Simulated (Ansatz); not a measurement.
Cost and result for the atomization energy of C$_{3}$H$_{9}$NSi, SMILES `C=CN(C)[SiH3]` (14 atoms, 13 bonds).

Cartesian coordinates in Å:
```
C -2.172 -0.059 -0.236
C -1.002 0.580 -0.307
N 0.232 0.093 0.074
C 0.277 -1.247 0.614
Si 1.707 0.933 -0.264
H -3.073 0.449 -0.550
H -2.271 -1.073 0.127
H -0.970 1.597 -0.688
H -0.373 -1.331 1.492
H -0.049 -1.990 -0.123
H 1.295 -1.493 0.921
H 2.442 0.364 -1.429
H 2.601 0.833 0.920
H 1.356 2.346 -0.551
```

Total charge 0; spin multiplicity 1. The geometry is a stationary point of PBE0-D4/def2-TZVP. It is one conformer, not always the lowest. Program: Ansatz. All runs use 4 threads of a server CPU on a shared host. Times are those of one run each, without the atoms' runs, and a repeat can differ threefold. Electronic energies, without spin–orbit coupling; frozen cores. CCSD(T)/CBS adds CCSD(T) − MP2 in def2-TZVPP to the MP2 limit, and its time is that of the two runs behind it. T1 = 0.012. B3LYP takes the VWN-RPA correlation (the form of Gaussian; ORCA's B3LYP/G).

CCSD(T)/CBS is a level of theory with its own doubt, some kJ/mol a heavy atom from the limit and from the frozen cores, so smaller differences don't rank the functionals.

```tsv
level	functions	wall time	atomization (kJ/mol)	difference from CCSD(T)/CBS	per bond
LDA (SPW92)/def2-TZVPP	292	2.3 s	5928.5	709.8	54.6
revPBE-D4/def2-TZVPP	292	2.9 s	5201.8	-16.9	-1.3
PBE-D4/def2-TZVPP (with forces)	292	3.6 s	5309.4	90.7	7.0
CAM-B3LYP-D4/def2-TZVPP	292	4.5 s	5259.7	41.0	3.2
B3LYP-D4/def2-TZVPP (with forces)	292	6.5 s	5244.3	25.6	2.0
B2PLYP/def2-TZVPP	292	8 s	5175.6	-43.1	-3.3
PBE-QIDH/def2-TZVPP	292	8.5 s	5188.3	-30.4	-2.3
CCSD(T)/def2-SVP	119	8.5 s	4956.5	-262.2	-20.2
ωB97X-V/def2-TZVPP	292	11 s	5240.0	21.3	1.6
ωB97M-V/def2-TZVPP (with forces)	292	16 s	5238.6	19.9	1.5
MP2/def2-QZVPP	568	39 s	5210.0	-8.7	-0.7
CCSD(T)/def2-TZVPP	292	5.1 min	5089.2	-129.5	-10.0
CCSD(T)/CBS(def2)	–	5.8 min	5218.7	0.0	0.0
```

From r2SCAN to r2SCAN0 (25 % exact exchange), in def2-TZVPP and without D4, the atomization energy moves by −60.7 kJ/mol: exact exchange takes away binding that semilocal exchange gives to molecules. At CCSD(T), def2-SVP lies −262.2 kJ/mol from the extrapolated value and def2-TZVPP −129.5 kJ/mol: correlation converges slowly with the basis, and small sets miss more of it in the bonded molecule than in its fragments. The D4 term adds +47.2 kJ/mol with B3LYP and +24.9 kJ/mol with PBE0; it sums over pairs of atoms, weighted by their polarisabilities, and B3LYP, whose exchange is more repulsive, gets the larger term.
